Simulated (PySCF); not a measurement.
C2H8N, SMILES C[NH2+]C, charge +1. The structure is a stationary point at PBE0-D3(BJ)/def2-SVP. The isomer is the one that the SMILES or the coordinates give; other isomers of the formula were not compared.

Level of theory: PBE0-D3(BJ)/def2-SVP in PySCF.

Harmonic wavenumbers (cm⁻¹): 209, 275, 390, 822, 898, 1024, 1031, 1090, 1241, 1265, 1379, 1419, 1429, 1457, 1469, 1478, 1482, 1484, 1637, 3098, 3098, 3224, 3224, 3224, 3225, 3450, 3499. Rotational constants (GHz): 30.39, 8.740, 7.743; symmetry number 2.

Q: Work out the zero-point energy and the ideal-gas rigid-rotor harmonic-oscillator thermochemistry at 298.15 K and 1 atm.

A: ZPE = ½ Σ hcν = ½ × 47523 cm⁻¹ = 67.94 kcal/mol. H − E(el) = 71.32 kcal/mol. Entropy in cal/(mol K): translation 37.41, rotation 21.20, vibration 5.37, total 63.97. G − E(el) = 52.25 kcal/mol. Cp = 16.20 cal/(mol K).
